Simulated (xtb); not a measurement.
xtb input (GFN1-xTB):

```bash
xtb mol.xyz --gfn 1 --sp --chrg 0 --uhf 0
```
mol.xyz:
```
12

C      2.36522570     0.06739991    -0.15174205
O      1.11969533    -0.54335675     0.04872703
Al    -0.49421358    -0.03982683     0.03728437
N     -1.72788778    -1.26471726     0.34923654
N     -0.91918029     1.65077921    -0.27668933
H      2.96509270     0.01715014     0.76276574
H      2.91520132    -0.44941869    -0.94461078
H      2.27853465     1.12306533    -0.43837023
H     -2.72101879    -1.10441777     0.37859090
H     -1.52181472    -2.23435916     0.52625360
H     -0.25440881     2.38737069    -0.44841489
H     -1.85625021     2.01837923    -0.30810573
```

Output:

```
           -------------------------------------------------
          |                Calculation Setup                |
           -------------------------------------------------

           -------------------------------------------------
          |                 G F N 1 - x T B                 |
           -------------------------------------------------

        Reference                      10.1021/acs.jctc.7b00118
      * Hamiltonian:
        H0-scaling (s, p, d)           1.850000    2.250000    2.000000
        zeta-weighting                 0.000000
      * Dispersion:
        s8                             2.400000
        a1                             0.630000
        a2                             5.000000
        s9                             0.000000
      * Repulsion:
        kExp                           1.500000
        rExp                           1.000000
      * Coulomb:
        alpha                          2.000000
        third order                    atomic
        anisotropic                    false
      * Halogen bond correction:
        rad-scale                      1.300000
        damping                        0.440000

          ...................................................
          :                      SETUP                      :
          :.................................................:
          :  # basis functions                  40          :
          :  # atomic orbitals                  39          :
          :  # shells                           25          :
          :  # electrons                        30          :
          :  # halogen bonds                     0          :
          :  max. iterations                   250          :
          :  Hamiltonian                  GFN1-xTB          :
          :  restarted?                      false          :
          :  GBSA solvation                  false          :
          :  PC potential                    false          :
          :  electronic temp.          300.0000000     K    :
          :  accuracy                    1.0000000          :
          :  -> integral cutoff          0.2500000E+02      :
          :  -> integral neglect         0.1000000E-07      :
          :  -> SCF convergence          0.1000000E-05 Eh   :
          :  -> wf. convergence          0.2000000E-04 e    :
          :  Broyden damping             0.4000000          :
          :  net charge                          0          :
          :  unpaired electrons                  0          :
          ...................................................

 iter      E             dE          RMSdq      gap      omega  full diag
   1    -18.4774373 -0.184774E+02  0.676E+00    3.95       0.0  T
   2    -18.5171069 -0.396696E-01  0.425E+00    4.76       1.0  T
   3    -18.5135222  0.358467E-02  0.102E+00    4.29       1.0  T
   4    -18.5202973 -0.677504E-02  0.239E-01    4.65       1.0  T
   5    -18.5206563 -0.358990E-03  0.260E-02    4.59       1.1  T
   6    -18.5206606 -0.434023E-05  0.866E-03    4.59       3.3  T
   7    -18.5206610 -0.423951E-06  0.812E-04    4.59      35.5  T
   8    -18.5206610 -0.222268E-09  0.374E-04    4.59      77.3  T
   9    -18.5206610 -0.821977E-09  0.572E-05    4.59     504.6  T
  10    -18.5206610 -0.126334E-10  0.320E-05    4.59     901.8  T

   *** convergence criteria satisfied after 10 iterations ***

         #    Occupation            Energy/Eh            Energy/eV
      -------------------------------------------------------------
         1        2.0000           -0.7426088             -20.2074
       ...           ...                  ...                  ...
         9        2.0000           -0.5183795             -14.1058
        10        2.0000           -0.4986823             -13.5698
        11        2.0000           -0.4521015             -12.3023
        12        2.0000           -0.4412746             -12.0077
        13        2.0000           -0.4330320             -11.7834
        14        2.0000           -0.3911805             -10.6446
        15        2.0000           -0.3808615             -10.3638 (HOMO)
        16                         -0.2123124              -5.7773 (LUMO)
        17                         -0.1303817              -3.5479
        18                         -0.0983816              -2.6771
        19                         -0.0939683              -2.5570
        20                         -0.0921044              -2.5063
       ...                                ...                  ...
        39                          1.2325423              33.5392
      -------------------------------------------------------------
                  HL-Gap            0.1685491 Eh            4.5865 eV
             Fermi-level           -0.2965869 Eh           -8.0705 eV

 SCC (total)                   0 d,  0 h,  0 min,  0.011 sec
 SCC setup                      ...        0 min,  0.000 sec (  0.846%)
 Dispersion                     ...        0 min,  0.000 sec (  0.435%)
 classical contributions        ...        0 min,  0.000 sec (  0.166%)
 integral evaluation            ...        0 min,  0.003 sec ( 25.735%)
 iterations                     ...        0 min,  0.003 sec ( 23.498%)
 molecular gradient             ...        0 min,  0.005 sec ( 47.907%)
 printout                       ...        0 min,  0.000 sec (  1.295%)

         :::::::::::::::::::::::::::::::::::::::::::::::::::::
         ::                     SUMMARY                     ::
         :::::::::::::::::::::::::::::::::::::::::::::::::::::
         :: total energy             -18.357021741481 Eh    ::
         :: gradient norm              0.017322920313 Eh/a0 ::
         :: HOMO-LUMO gap              4.586454147597 eV    ::
         ::.................................................::
         :: SCC energy               -18.520661046066 Eh    ::
         :: -> electrostatic           0.092579808653 Eh    ::
         :: repulsion energy           0.166865906395 Eh    ::
         :: dispersion energy         -0.003226601810 Eh    ::
         :: halogen bond corr.         0.000000000000 Eh    ::
         :: add. restraining           0.000000000000 Eh    ::
         :: total charge               0.000000000000 e     ::
         :::::::::::::::::::::::::::::::::::::::::::::::::::::

           -------------------------------------------------
          |                Property Printout                |
           -------------------------------------------------

    * Orbital Energies and Occupations

         #    Occupation            Energy/Eh            Energy/eV
      -------------------------------------------------------------
         1        2.0000           -0.7426088             -20.2074
       ...           ...                  ...                  ...
         3        2.0000           -0.7121677             -19.3791
         4        2.0000           -0.6307042             -17.1623
         5        2.0000           -0.5618088             -15.2876
         6        2.0000           -0.5509997             -14.9935
         7        2.0000           -0.5471316             -14.8882
         8        2.0000           -0.5252587             -14.2930
         9        2.0000           -0.5183795             -14.1058
        10        2.0000           -0.4986823             -13.5698
        11        2.0000           -0.4521015             -12.3023
        12        2.0000           -0.4412746             -12.0077
        13        2.0000           -0.4330320             -11.7834
        14        2.0000           -0.3911805             -10.6446
        15        2.0000           -0.3808615             -10.3638 (HOMO)
Note: The following floating-point exceptions are signalling: IEEE_DENORMAL
normal termination of xtb
        16                         -0.2123124              -5.7773 (LUMO)
        17                         -0.1303817              -3.5479
        18                         -0.0983816              -2.6771
        19                         -0.0939683              -2.5570
        20                         -0.0921044              -2.5063
        21                         -0.0724220              -1.9707
        22                         -0.0622172              -1.6930
        23                         -0.0283397              -0.7712
        24                         -0.0040442              -0.1100
        25                          0.0111752               0.3041
        26                          0.0549495               1.4953
       ...                                ...                  ...
        39                          1.2325423              33.5392
      -------------------------------------------------------------
                  HL-Gap            0.1685491 Eh            4.5865 eV
             Fermi-level           -0.2965869 Eh           -8.0705 eV

  Mulliken/CM5 charges         n(s)   n(p)   n(d)
     1C     0.19351  0.07823   0.956  2.850  0.000
     2O    -0.51663 -0.58427   1.632  4.884  0.000
     3Al    0.59345  0.67596   0.901  1.063  0.442
     4N    -0.56036 -0.98643   1.431  4.129  0.000
     5N    -0.57285 -0.99882   1.434  4.139  0.000
     6H     0.01229  0.07124   0.988  0.000  0.000
     7H     0.01277  0.07175   0.987  0.000  0.000
     8H     0.00974  0.06966   0.990  0.000  0.000
     9H     0.20477  0.39845   0.795  0.000  0.000
    10H     0.21253  0.40648   0.787  0.000  0.000
    11H     0.20593  0.39954   0.794  0.000  0.000
    12H     0.20485  0.39821   0.795  0.000  0.000

Wiberg/Mayer (AO) data.
largest (>0.10) Wiberg bond orders for each atom

 ---------------------------------------------------------------------------
     #   Z sym  total        # sym  WBO       # sym  WBO       # sym  WBO
 ---------------------------------------------------------------------------
     1   6 C    3.936 --     6 H    0.980     7 H    0.979     8 H    0.971
                             2 O    0.952
     2   8 O    2.155 --     3 Al   1.066     1 C    0.952
     3  13 Al   3.553 --     4 N    1.151     5 N    1.128     2 O    1.066
     4   7 N    3.072 --     3 Al   1.151     9 H    0.904    10 H    0.903
     5   7 N    3.063 --     3 Al   1.128    11 H    0.907    12 H    0.907
     6   1 H    1.015 --     1 C    0.980
     7   1 H    1.015 --     1 C    0.979
     8   1 H    1.006 --     1 C    0.971
     9   1 H    0.957 --     4 N    0.904
    10   1 H    0.954 --     4 N    0.903
    11   1 H    0.957 --     5 N    0.907
    12   1 H    0.958 --     5 N    0.907
 ---------------------------------------------------------------------------

Topologies differ in total number of bonds
Writing topology from bond orders to xtbtopo.mol

 dipole moment from electron density (au)
     X       Y       Z
  -0.3725   0.6501  -0.1121  total (Debye):    1.926

           -------------------------------------------------
          | TOTAL ENERGY              -18.357021741481 Eh   |
          | GRADIENT NORM               0.017322920313 Eh/α |
          | HOMO-LUMO GAP               4.586454147597 eV   |
           -------------------------------------------------

------------------------------------------------------------------------
------------------------------------------------------------------------
 total:
 SCF:
```
